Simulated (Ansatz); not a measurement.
`N#[C][GaH2]` + H₂S → `[SH][GaH2]` + `C#N` at 700 K and 1 bar (ligand exchange at a Ga–C bond).

Program: Ansatz. Geometries: PBE0-D4/def2-TZVP. ΔE: electronic, gas phase. CCSD(T)/CBS is the MP2 limit (def2-TZVPP, def2-QZVPP) plus CCSD(T) − MP2 in def2-TZVPP, frozen cores. This one scheme is used for every species. For Ga outer-core shells are correlated without core-valence functions, which leaves a few kJ/mol of doubt a bond. Scalar relativity is left out up to krypton.

| species | CCSD(T)/CBS energy (Eh) | H − E (kJ/mol) | S (J/(mol·K)) |
| --- | --- | --- | --- |
| `N#[C][GaH2]` | -2017.86565 | 100.5 | 345.2 |
| H₂S | -398.97279 | 64.8 | 236.9 |
| `[SH][GaH2]` | -2323.53734 | 103.2 | 340.5 |
| `C#N` | -93.32098 | 68.7 | 235.2 |

H − E and S are ideal-gas, rigid-rotor, harmonic terms from PBE0-D4/def2-TZVP. 1 Eh = 2625.50 kJ/mol, R = 8.31446 J/(mol·K).

Task: By hand: ΔE, ΔH, ΔS and ΔG.

Result: ΔE = (-2323.53734) + (-93.32098) − (-2017.86565) − (-398.97279) = -0.01988 Eh = -52.2 kJ/mol. Δ(H − E) = 103.2 + 68.7 − 100.5 − 64.8 = 6.6, so ΔH = -45.6 kJ/mol. ΔS = 340.5 + 235.2 − 345.2 − 236.9 = -6.4 J/(mol·K). ΔG = -45.6 − 700 × (-6.4)/1000 = -41.1 kJ/mol.

Task: By hand: the equilibrium constant, and the temperature at which ΔG would vanish if ΔH and ΔS stayed fixed.

Result: log₁₀ K = −ΔG/(RT ln 10) = 3.1. ΔG = 0 at ΔH/ΔS = 7125 K, far beyond where these terms or the molecules hold.

The number of gas molecules stays the same, so ΔS is small and ΔH decides. A doubt of 5 kJ/mol in ΔE shifts log₁₀ K by 0.4 here. These are equilibria of isolated gas molecules and say nothing of rates. Largest T1 diagnostic: 0.014 (customary marks: 0.02 for closed shells, 0.045 for open ones).
